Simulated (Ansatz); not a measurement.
```xyz
10

O     0.7155   -0.5064   -1.6327
Si   -0.8422   -0.5512   -1.0962
S    -1.2205    1.1678    0.0761
Ge    0.4902    0.9214    1.4867
H     1.1642   -1.3479   -1.7298
H    -1.0331   -1.8012   -0.3115
H    -1.8181   -0.4975   -2.2120
H     0.0694    1.6176    2.7875
H     0.7257   -0.5786    1.7260
H     1.7488    1.5761    0.9059
```

Total charge 0; spin multiplicity 1.

List the PBE/def2-TZVPP orbital energies in eV (Ansatz). (Estimate.)

The calculation gave: Occupied: -10804.92, -2395.53, -1780.49, -1338.27, -1191.70, -1191.67, -1191.67, -510.53, -208.51, -162.86, -154.63, -154.57, -154.45, -138.10, -114.35, -114.26, -114.25, -94.87, -94.84, -94.79, -30.16, -30.12, -30.10, -30.04, -30.03, -25.28, -17.93, -14.10, -13.46, -11.62, -9.62, -9.41, -8.76, -8.40, -8.20, -7.59, -7.39, -6.22. Lowest empty: -1.08, -0.66, -0.34, 0.39, 0.42, 0.66, 1.17, 1.34.
